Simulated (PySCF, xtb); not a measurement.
CuCl2, SMILES [Cl][Cu-][Cl], charge -1, multiplicity 1.

xtb with GFN2-xTB at its own geometry gives an orbital gap of 8.05 eV.

The structure is a stationary point at ωB97X-D3(BJ)/def2-SVPD. The multiplicity is an assumed one; other spin states were not compared.

### Question
What does PBE/def2-TZVPD (PySCF) give? (The exact figures need the calculation; the answer reports its results.)

### Answer
gap 3.49 eV (levels -0.67 and 2.81 eV).
